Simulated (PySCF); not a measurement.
CH5ClO3Si, SMILES CO[Si](O)(O)Cl.

Geometry: B3LYP-D3(BJ)/def2-SVP. One conformer was computed; it need not be the lowest.

Calculation: B3LYP-D3(BJ)/def2-SVP run with PySCF 2.14.0.

Frequencies are harmonic and unscaled.

| mode | ν (cm⁻¹) | IR (km/mol) | moving atoms (share of kinetic energy) |
|---|---|---|---|
| 1 | 64 | 4.9 | C 32 %, O 28 %, H 26 %, Cl 11 % |
| 2 | 97 | 8.2 | H 94 % |
| 3 | 104 | 31.4 | H 74 %, O 15 % |
| 4 | 155 | 2.5 | C 33 %, H 32 %, Cl 17 %, O 14 % |
| 5 | 200 | 95.5 | H 64 %, O 27 % |
| 6 | 263 | 35.3 | O 53 %, H 27 %, Cl 13 % |
| 7 | 281 | 49.1 | O 62 %, H 27 % |
| 8 | 314 | 41.9 | O 62 %, H 13 %, Si 13 %, C 8 % |
| 9 | 335 | 25.4 | O 57 %, Cl 29 % |
| 10 | 381 | 18.1 | O 59 %, Si 19 %, H 9 % |
| 11 | 529 | 113.7 | Si 41 %, Cl 31 %, O 23 % |
| 12 | 758 | 138.5 | O 37 %, H 29 %, Si 22 %, C 12 % |
| 13 | 802 | 201.3 | H 52 %, O 39 %, Si 8 % |
| 14 | 809 | 239.6 | H 75 %, O 20 % |
| 15 | 941 | 127.2 | Si 42 %, O 37 %, H 14 % |
| 16 | 999 | 135.6 | Si 47 %, O 41 %, H 12 % |
| 17 | 1160 | 217.6 | O 37 %, C 30 %, H 30 % |
| 18 | 1179 | 0.7 | H 77 %, C 18 % |
| 19 | 1216 | 144.4 | H 47 %, O 29 %, C 22 % |
| 20 | 1474 | 4.1 | H 97 % |
| 21 | 1476 | 2.1 | H 88 %, C 10 % |
| 22 | 1480 | 5.3 | H 96 % |
| 23 | 3009 | 52.8 | H 97 % |
| 24 | 3086 | 28.8 | H 90 %, C 10 % |
| 25 | 3120 | 26.7 | H 90 %, C 10 % |
| 26 | 3881 | 132.5 | H 94 % |
| 27 | 3884 | 93.6 | H 94 % |
